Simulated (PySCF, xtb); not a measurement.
C2H5Se, SMILES CC[Se] (connectivity only; charge and spin as stated), charge -1, multiplicity 1.

The structure is a stationary point at B3LYP-D3(BJ)/def2-SVPD. The multiplicity is an assumed one; other spin states were not compared. The isomer is the one that the SMILES or the coordinates give; other isomers of the formula were not compared.

Computed with PySCF 2.14.0 with IEF-PCM-B3LYP/def2-SVPD.

The values are the electrostatic part of the solvation free energy, E(continuum) − E(gas) at the gas-phase geometry, in a cavity of scaled van der Waals radii (PySCF's table); cavitation and dispersion terms are not included. In vacuum the orbital gap is 3.88 eV.

```tsv
solvent	ε	ΔG(elec) (kcal/mol)	gap (eV)
water	78.36	?	?
N,N-dimethylformamide	37.22	-60.2	5.20
chlorobenzene	5.70	-50.0	5.00
```

**Question.** What belongs in the gaps? (Estimate from the structure and the level; the computed values follow.)

**Answer.** 
- water, ΔG(elec) (kcal/mol): -61.2
- water, gap (eV): 5.22

For comparison, GFN2-xTB/ALPB(water) (xtb, at the GFN2-xTB geometry, all terms of that model) gives -69.2 kcal/mol.
